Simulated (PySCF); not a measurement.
Molfile (atoms numbered from 1):
```
C3H5F5OSi
     RDKit          3D

 15 14  0  0  0  0  0  0  0  0999 V2000
   -3.4716   -0.5784    0.4402 F   0  0  0  0  0  0  0  0  0  0  0  0
   -2.4067    0.0894    0.0194 C   0  0  0  0  0  0  0  0  0  0  0  0
   -2.4623    0.1513   -1.3145 F   0  0  0  0  0  0  0  0  0  0  0  0
   -2.5041    1.3425    0.4736 F   0  0  0  0  0  0  0  0  0  0  0  0
   -1.0742   -0.5539    0.4787 C   0  0  0  0  0  0  0  0  0  0  0  0
   -1.0905   -0.6275    1.8273 F   0  0  0  0  0  0  0  0  0  0  0  0
   -1.0470   -1.8259    0.0251 F   0  0  0  0  0  0  0  0  0  0  0  0
    0.1364    0.2427   -0.0215 C   0  0  0  0  0  0  0  0  0  0  0  0
    1.2859   -0.3723    0.4117 O   0  0  0  0  0  0  0  0  0  0  0  0
    2.8360    0.0754    0.1525 Si  0  0  0  0  0  4  0  0  0  0  0  0
    0.0866    0.2765   -1.1182 H   0  0  0  0  0  0  0  0  0  0  0  0
    0.0532    1.2640    0.3737 H   0  0  0  0  0  0  0  0  0  0  0  0
    3.0647    1.4162    0.6966 H   0  0  0  0  0  0  0  0  0  0  0  0
    3.4782   -1.0020    0.8772 H   0  0  0  0  0  0  0  0  0  0  0  0
    3.1108    0.1102   -1.2861 H   0  0  0  0  0  0  0  0  0  0  0  0
  1  2  1  0
  2  3  1  0
  2  4  1  0
  2  5  1  0
  5  6  1  0
  5  7  1  0
  5  8  1  0
  8  9  1  0
  9 10  1  0
  8 11  1  0
  8 12  1  0
 10 13  1  0
 10 14  1  0
 10 15  1  0
M  END
```

All values are calculated (PySCF 2.14): geometry: GFN2-xTB, NMR shieldings at PBE0/pcSseg-1/GIAO. Single conformer, fast rotation and ring inversion assumed for equivalent nuclei, gas phase, relativity neglected.

Referencing at the same level of theory: 13C (186.93 ppm) and 1H (31.72 ppm) and 29Si (349.16 ppm) vs TMS; 19F (170.95 ppm) vs CFCl3; H2O for 17O (336.08 ppm).

| atoms | nucleus | count | Hirshfeld charge | δ (ppm) |
| --- | --- | --- | --- | --- |
| C2 | 13C | 1 | 0.24 | ? |
| H13/H14/H15 | 1H | 3 | -0.07 | 4.98 |
| H11/H12 | 1H | 2 | 0.04 | 4.24 |
| F1/F3/F4 | 19F | 3 | -0.08 | ? |
| Si10 | 29Si | 1 | 0.40 | -29.9 |
| C8 | 13C | 1 | -0.02 | ? |
| C5 | 13C | 1 | 0.16 | 121.4 |
| O9 | 17O | 1 | -0.22 | -7.5 |
| F6/F7 | 19F | 2 | -0.09 | -148.6 |

Task: Fill in the missing shifts.

Result: 
- C2: 128.7 ppm, CF3 carbon; 3 electronegative neighbours deshield it
- C8: 67.1 ppm, sp3 CH2 bonded to O; pulled downfield by the heteroatom
- F1/F3/F4: -100.4 ppm, fluorine of a CF3 group

Shifts are as computed. Against solution values, carbons near 30 ppm lie about +3 ppm off and those near 130 ppm about +5 ppm. Of 1211 compounds with measured shifts, 218 miss one by over three times the rms of a fit or turn the order of signals round; such compounds aren't used in these exercises. Unscaled 19F shifts against computed CFCl3 carry errors that often reach 10 to 50 ppm. Experimental scales use liquid or dissolved standards, which lie at an offset from isolated H2O (liquid H2O: subtract about 36 ppm).
